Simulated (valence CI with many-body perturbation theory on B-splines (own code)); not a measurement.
## Sn²⁹⁺: calculated level list

Calculated by relativistic CI+MBPT: three valence electrons over a frozen Dirac-Fock core [Ar], radial functions for each j: 9 s, 9 p, 10 d, 8 f, 5 g, 3 h, 1 i, with the one-electron correlation potential Σ1 (screened to all orders), the two-electron term Σ2, the three-electron term Σ3, Breit, model QED; selected single and double excitations, second order for the rest (own B-spline code, finite nucleus).

The last digits are not significant, and no measured levels were compared; by estimate large intervals hold to a few tenths of a per cent, small ones and those within an open d or f shell to about a per cent. Only levels of the ground parity were solved; by the run's estimate the other parity begins above the list, which can be wrong where configurations are misplaced.

Levels 1 to 19 of 19, with energies above the lowest level, 3d3 4F_3/2. "Leading %" is the weight of the configuration and term that name the level; weights of strongly mixed levels are sums over their largest components and can fall short. Lifetimes count E1, E2, E3, M1 and M2 decay at the calculated energies, and are blank where another channel may lead or the interval is too uncertain; long ones can be off by a factor of two.

| No. | Configuration | Term | J | E (cm⁻¹) | Leading % | Lifetime | g |
| --- | --- | --- | --- | --- | --- | --- | --- |
| 1 | 3d3 | 4F | 3/2 | 0 | 73 |  | 0.536 |
| 2 | 3d3 | 4F | 5/2 | 54594 | 92 | 181 μs | 1.038 |
| 3 | 3d3 | 4F | 7/2 | 88325 | 73 | 872 μs | 1.151 |
| 4 | 3d3 | 4P | 3/2 | 98005 | 44 | 139 μs | 1.327 |
| 5 | 3d3 | 2G | 9/2 | 103710 | 40 | 18.7 ms | 1.152 |
| 6 | 3d3 | 4P | 1/2 | 115180 | 68 | 477 μs | 2.021 |
| 7 | 3d3 | 2G | 7/2 | 163000 | 71 | 60.5 μs | 0.983 |
| 8 | 3d3 | 2H | 9/2 | 171960 | 52 | 101 μs | 1.102 |
| 9 | 3d3 | 4P | 5/2 | 173000 | 84 | 189 μs | 1.519 |
| 10 | 3d3 | 2D | 3/2 | 197130 | 44 | 33.7 μs | 1.167 |
| 11 | 3d3 | 2P | 1/2 | 208410 | 68 | 66.2 μs | 1.307 |
| 12 | 3d3 | 2H | 11/2 | 220450 | 100 | 210 μs | 1.087 |
| 13 | 3d3 | 2D | 5/2 | 237120 | 90 | 77.6 μs | 1.201 |
| 14 | 3d3 | 2F | 5/2 | 261290 | 79 | 104 μs | 0.953 |
| 15 | 3d3 | 2G | 9/2 | 267380 | 58 |  | 1.087 |
| 16 | 3d3 | 2F | 7/2 | 270320 | 93 | 111 μs | 1.122 |
| 17 | 3d3 | 2P | 3/2 | 289450 | 57 | 36.4 μs | 1.198 |
| 18 | 3d3 | 2D | 3/2 | 386620 | 97 | 33.7 μs | 0.816 |
| 19 | 3d3 | 2D | 5/2 | 399580 | 77 | 18.8 μs | 1.155 |

Names give the largest LS component (configuration and term), which can be under half, so a name can repeat, a term be missing and a line seem to break the LS rules; names also repeat where a configuration has a term twice.

The ionisation energy to 3d2 3F_2 of the next ion comes out as 1677.3 eV (NIST: 1676 ± 4 eV (theoretical)). All 19 levels together are meant to be complete up to 415550 cm⁻¹.
